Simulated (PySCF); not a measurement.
Geometry:
| atom | x (Å) | y (Å) | z (Å) |
| --- | --- | --- | --- |
| N1 | 2.430 | -0.053 | 0.109 |
| C2 | 1.055 | 0.087 | 0.038 |
| C3 | 0.445 | 1.341 | 0.217 |
| C4 | -0.939 | 1.476 | 0.195 |
| C5 | -1.734 | 0.356 | -0.008 |
| F6 | -3.066 | 0.485 | -0.033 |
| C7 | -1.161 | -0.896 | -0.187 |
| C8 | 0.224 | -1.027 | -0.163 |
| H9 | 2.971 | 0.781 | -0.073 |
| H10 | 2.816 | -0.874 | -0.339 |
| H11 | 1.069 | 2.224 | 0.381 |
| H12 | -1.412 | 2.451 | 0.333 |
| H13 | -1.807 | -1.762 | -0.345 |
| H14 | 0.672 | -2.015 | -0.301 |

Theoretical values (PySCF 2.14.0 with density-fitted response routines): NMR shieldings at PBE0/pcSseg-1/GIAO, geometry from PBE0-D3(BJ)/def2-SVP. In vacuum, no relativistic terms, one computed conformer, fast rotation and ring inversion assumed for equivalent nuclei.

Shifts are taken against calculated references (same method and geometry level): ¹³C (σ = 184.41 ppm), ¹H (σ = 31.27 ppm) against TMS; ¹⁵N (σ = 265.67 ppm) vs NH3; ¹⁹F (σ = 177.25 ppm) vs CFCl3.

| atoms | nucleus | count | Hirshfeld charge | δ (ppm) |
| --- | --- | --- | --- | --- |
| C4/C7 | ¹³C | 2 | -0.07 | ? |
| H12/H13 | ¹H | 2 | 0.05 | 6.92 |
| C2 | ¹³C | 1 | 0.04 | 147.4 |
| C5 | ¹³C | 1 | 0.07 | 162.0 |
| F6 | ¹⁹F | 1 | -0.09 | -130.4 |
| H11/H14 | ¹H | 2 | 0.05 | ? |
| H9/H10 | ¹H | 2 | 0.13 | 2.93 |
| C3/C8 | ¹³C | 2 | -0.07 | 117.3 |
| N1 | ¹⁵N | 1 | -0.20 | ? |

**Question.** Complete the table.

**Answer.** 
- C4/C7: 121.5 ppm, aromatic CH
- H11/H14: 6.49 ppm, hydrogen on an aromatic CH; ortho or para to a lone-pair donor, hence upfield of benzene
- N1: 73.1 ppm, aniline-type nitrogen

Exchangeable OH/NH protons stand at their gas-phase positions; hydrogen bonding in a real sample shifts them, mostly to higher δ. Shifts are as computed. Against solution values, carbons near 30 ppm lie about +2 ppm off and those near 130 ppm about +5 ppm. Of 1211 compounds with measured shifts, 218 miss one by over three times the rms of a fit or turn the order of signals round; such compounds aren't used in these exercises. Unscaled 19F shifts against computed CFCl3 carry errors that often reach 10 to 50 ppm. Experimental scales use liquid or dissolved standards, which lie at an offset from isolated NH3 (liquid NH3: subtract about 20 ppm).
